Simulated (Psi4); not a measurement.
Approach curve of the dimer H3N ··· CH5N (SMILES N and CN). Monomers: optimised at B3LYP-D3(BJ) (def2-TZVP), held rigid. Orientation: lowest of the rigid-body minima from ten starts at GFN2-xTB. The monomers approach along the line of their centres of mass (distance R); nothing else relaxes.

PBE/def2-TZVP, counterpoise-corrected (Psi4); PBE-D3(BJ)/def2-TZVP, counterpoise-corrected (Psi4); SAPT0/jun-cc-pVDZ, frozen core (Psi4).

Interaction energies in kcal/mol; the last columns give the difference from SAPT0:

```csv
R / Å,PBE/def2-TZVP,PBE-D3(BJ)/def2-TZVP,SAPT0/jun-cc-pVDZ,PBE/def2-TZVP − SAPT0/jun-cc-pVDZ,PBE-D3(BJ)/def2-TZVP − SAPT0/jun-cc-pVDZ
2.81,8.59,7.28,8.03,0.57,-0.75
2.97,2.54,1.35,2.43,0.12,-1.08
3.19,-1.45,-2.47,-1.33,-0.12,-1.14
3.37,-2.73,-3.62,-2.56,-0.16,-1.06
3.54,-3.11,-3.88,-2.95,-0.16,-0.93
3.79,-2.97,-3.58,-2.83,-0.13,-0.75
4.10,-2.39,-2.84,-2.31,-0.08,-0.53
4.36,-1.89,-2.23,-1.85,-0.04,-0.38
4.85,-1.17,-1.37,-1.20,0.02,-0.17
5.55,-0.61,-0.69,-0.67,0.06,-0.03
6.53,-0.27,-0.30,-0.33,0.06,0.03
7.84,-0.13,-0.14,-0.16,0.03,0.02
```

PBE/def2-TZVP is furthest from SAPT0/jun-cc-pVDZ at 2.81 (0.57 kcal/mol, above); its mean absolute difference over the points is 0.13 kcal/mol.

PBE-D3(BJ)/def2-TZVP is furthest from SAPT0/jun-cc-pVDZ at 3.19 (-1.14 kcal/mol, below); its mean absolute difference over the points is 0.57 kcal/mol.
